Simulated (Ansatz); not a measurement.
The same path of a periodic cell of 17 atoms, Ta16C (host Ta, host structure bcc, interstitial C) was run twice with different band settings. Lost on the way: Ta13–C17, Ta16–C17. Made: Ta1–C17, Ta3–C17.

Method: Ansatz, DFT PBE-D3(BJ), scalar-relativistic, plane waves, PAW. Settings: cutoff 420 eV, k mesh 3x3x3, gaussian smearing 0.05 eV, no spin polarisation.

Relaxed end points:

```xyz
17
Lattice="6.6200 0.0000 0.0000 0.0000 6.6200 0.0000 0.0000 0.0000 6.6200" Properties=species:S:1:pos:R:3
Ta -0.047 0.008 -0.003
Ta 3.263 0.316 -0.003
Ta -0.047 3.297 -0.003
Ta -0.047 -0.073 3.307
Ta 1.524 1.652 1.735
Ta 3.263 2.990 -0.003
Ta 3.263 0.008 3.307
Ta 5.001 1.653 1.736
Ta -0.047 3.378 3.307
Ta 1.662 4.963 1.597
Ta 1.524 1.653 4.879
Ta 3.263 3.297 3.307
Ta 4.864 4.963 1.597
Ta 5.002 1.653 4.878
Ta 1.662 4.963 5.016
Ta 4.863 4.963 5.017
C 3.263 4.963 -0.003
```

```xyz
17
Lattice="6.6200 0.0000 0.0000 0.0000 6.6200 0.0000 0.0000 0.0000 6.6200" Properties=species:S:1:pos:R:3
Ta 0.056 -0.101 -0.002
Ta 3.257 -0.102 -0.002
Ta 0.056 3.317 -0.002
Ta -0.082 0.036 3.308
Ta 1.656 1.608 1.664
Ta 3.257 3.317 -0.002
Ta 3.395 0.036 3.308
Ta 4.966 1.608 1.583
Ta -0.082 3.179 3.308
Ta 1.657 4.918 1.971
Ta 1.656 1.608 4.952
Ta 3.395 3.179 3.308
Ta 4.967 4.917 1.664
Ta 4.967 1.608 5.033
Ta 1.656 4.918 4.645
Ta 4.966 4.917 4.952
C 1.657 4.918 -0.002
```

Common settings: climbing image yes; spring 5.0 eV/Å²; end points relaxed.

| run | movable images | optimiser | start path | force threshold | iteration limit |
| --- | --- | --- | --- | --- | --- |
| 1 | 7 | lbfgs | IDPP | 0.03 eV/Å | 55 |
| 2 | 3 | quadratic models (default) | default | 0.05 eV/Å | 10 |

**Question.** What does each run give, and how far can it be trusted?

**Answer.** Run 1: converged after 14 iterations, highest image 0.977 eV above the first end. By the program's own check the climbing image is a first-order saddle point (lowest curvatures found: -3.86 and 7.36 eV/Å²).
Run 2: converged after 5 iterations, highest image 0.977 eV above the first end. The order of the point at the top wasn't checked.
Limits of this set-up: coarse k mesh, a small cell, in which the defect meets its images, a typed lattice constant that wasn't relaxed here.
